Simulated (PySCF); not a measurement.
## Telling isomers of C₃H₁₁B₂N apart by NMR

- B3LYP/pcJ-1 coupling constants (spin–dipole term left out of most H,H and C,H couplings)
- PBE0/pcSseg-1 with gauge-including orbitals
- coordinates at the PBE0-D3(BJ)/def2-SVP level
- run in PySCF 2.14
- isolated molecule, non-relativistic, averaged over atoms made equivalent by symmetry, fast rotation or ring inversion, a single conformation

Referencing at the same level of theory: TMS for ¹H and ¹³C. Multiplet labels drop J under 1 Hz and among equivalent protons, and merge close values. Unscaled 3J(H,H) run several per cent high. Vicinal couplings that depend on rotamer populations or ring flexing (ring, CH–CH, X–H and H–F types) are those of the one conformer. Couplings to H on boron are left out. Carbons bonded to boron are broad in practice. Shifts are as computed. Against solution values, carbons near 30 ppm lie about +2 ppm off and those near 130 ppm about +5 ppm. Of 1309 compounds with measured shifts, 239 miss one by over three times the rms of a fit or turn the order of signals round; such compounds aren't used in these exercises. Across acyclic CH2–CH2 and CH–CH2 bonds, 3J(H,H) assumes equally populated rotamers. OH and NH positions are gas-phase values without hydrogen bonding to other molecules.

(1) Tabulate the signals of `BNBCCC`, `BCB(C)NC` and their relative energies.

(2) What is the quickest way to tell BNBCCC from BCB(C)NC?

Answers

(1) 
| SMILES | carbon types | δC | δH | E rel. (kcal/mol) |
| --- | --- | --- | --- | --- |
| BNBCCC | 2×CH2 1×CH3 | 30.3, 22.5, 19.8 | 6.98 (br s, 1H), 5.74 (br, 1H), 5.53 (br, 2H), 1.50 (sext, 2H), 1.04 (t, 3H), 0.82 (t, 2H) | 0.0 |
| BCB(C)NC | 1×CH2 2×CH3 | 42.2, 32.8, 10.7 | 7.27 (br, 2H), 3.85 (br s, 1H), 2.93 (s, 3H), 2.70 (t, 2H), 0.40 (s, 3H) | 15.9 |

Energies are electronic energies at PBE0/pcSseg-1 on these geometries, without zero-point or thermal terms, each for the one conformer computed, which needn't be the lowest.

(2) Both give the same number of carbon signals, but DEPT or the intensities differ. The first has an sp3 CH2 at 22.5 ppm, the second a methyl carbon bonded to N (CH3) at 32.8 ppm. Their most deshielded carbons lie at 30.3 and 42.2 ppm. In the proton spectra the most deshielded non-exchanging signals are 5.74 (br, 1H) and 7.27 (br, 2H).
